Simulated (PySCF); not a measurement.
**Spectroscopy problems**

PySCF calculation with σ from GIAO-PBE0/pcSseg-1 and coordinates at the GFN2-xTB level; relativity neglected, single conformer, fast rotation and ring inversion assumed for equivalent nuclei, gas phase.

Shifts are taken against calculated references (same method and geometry level): $^{1}$H (σ = 31.72 ppm) and $^{13}$C (σ = 186.93 ppm) vs TMS. Splittings of carbon signals by F and P are missing where no couplings were computed. Where no couplings were computed, multiplicities follow the n + 1 count of equivalent neighbours, and m marks all less simple cases (inequivalent or close neighbours, rings, F or P nearby). Shifts are as computed. Against solution values, carbons near 30 ppm lie about +3 ppm off and those near 130 ppm about +5 ppm; carbons on Cl a further +6 ppm. Of 1211 compounds with measured shifts, 218 miss one by over three times the rms of a fit or turn the order of signals round; such compounds aren't used in these exercises. Carbons bonded to Cl come out too deshielded.

(1) C4HCl3O2. $^{1}$H NMR (500 MHz, computed): δ 9.79 (s, 1H). $^{13}$C{$^{1}$H} NMR (computed): δ 192.1, 188.7, 116.8, 74.1. Identify the compound.

(2) C6H11FO2Si. $^{1}$H NMR (500 MHz, computed): δ 5.66 (m, 1H), 5.51 (m, 1H), 5.29 (m, 1H), 4.94 (m, 1H), 4.68 (m, 1H), 2.49 (s, 3H), 1.46 (m, 3H). $^{13}$C{$^{1}$H} NMR (computed): δ 203.4 (C), 160.0 (C), 110.6 (CH2), 87.9 (CH), 25.6 (CH3), 20.4 (CH3). Give a structure.

Results:

(1) `O=C=C(C=O)C(Cl)(Cl)Cl`. Rings plus π bonds: 3 (no ring in the answer). 4 carbon signals for 4 carbons: no two carbons are equivalent. Carbon types of the structure: 3 × C, 1 × CH, which accounts for all hydrogens. δC 192.1: central carbon of a ketene. δC 188.7: aldehyde carbonyl carbon; the double bond to the heteroatom, with no lone-pair donor beside it, deshields it most. δC 116.8: allylic fully substituted sp3 carbon bonded to 3 Cl; 3 electronegative neighbours deshield it. δH 9.79: hydrogen on an aldehyde carbonyl carbon; the C=O anisotropy and electron withdrawal place aldehyde protons far downfield.

The data come from this structure; uniqueness wasn't tested.

(2) SMILES C=C(O[SiH2][C@H](C)F)C(C)=O. The formula gives 2 degrees of unsaturation (no ring in the answer). 6 carbon signals for 6 carbons: no two carbons are equivalent. Carbon types of the structure: 2 × C, 1 × CH, 1 × CH2, 2 × CH3, leaving 2 H on heteroatoms. δC 203.4: ketone carbonyl carbon; low-lying n→π* states of the double bond to the heteroatom give a large paramagnetic term (-272 ppm). δC 160.0: alkene carbon bearing oxygen; an sp2 carbon further deshielded by the attached heteroatom. δC 110.6: β carbon of a C=C–C=O unit. δC 87.9: sp3 CH bonded to F and Si; deshielded by the electronegative neighbour.

The data come from this structure; uniqueness wasn't tested.
